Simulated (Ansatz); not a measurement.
Reaction 2 R1 + R2 → 3 P1, each structure at its B3LYP-D3(BJ)/def2-TZVP stationary point, reached from a drawn start (curvature not checked).
R1: BCl3 (SMILES ClB(Cl)Cl), charge 0, multiplicity 1.
P1, BCl2F (SMILES FB(Cl)Cl) (charge 0, multiplicity 1):
| atom | x (Å) | y (Å) | z (Å) |
|---|---|---|---|
| B | -0.0921 | 0.0222 | -0.0228 |
| Cl | 1.0938 | 1.3015 | 0.0705 |
| Cl | 0.3328 | -1.6446 | 0.2822 |
| F | -1.3346 | 0.3210 | -0.3298 |
R2: BF3 (SMILES FB(F)F), charge 0, multiplicity 1.

P less R. No zero-point or thermal terms.

Frozen-core correlation throughout. CBS(a, b) extrapolates the correlation energy as X⁻³ and adds the Hartree–Fock energy of set b.

Programs: Ansatz (a program for electronic structure) with Gaussian orbitals. All values are computed, each at the level named.

The comparison value is 3.21 kcal/mol (CCSD(T)/CBS(cc-pV(T+d)Z, cc-pV(Q+d)Z)). It is a level with limits of its own, not the exact answer.

Problem. Order these levels by how close they come to the comparison value for the reaction energy, closest first: MP2/cc-pV(T+d)Z, revPBE/def2-TZVPP, CCSD/cc-pV(Q+d)Z, HF/cc-pV(D+d)Z, PBE/def2-TZVPP. Give each level's value less the comparison value.

Solution. CCSD/cc-pV(Q+d)Z (-0.44 kcal/mol), MP2/cc-pV(T+d)Z (0.73 kcal/mol), HF/cc-pV(D+d)Z (-1.75 kcal/mol), PBE/def2-TZVPP (-2.12 kcal/mol), revPBE/def2-TZVPP (-2.34 kcal/mol)
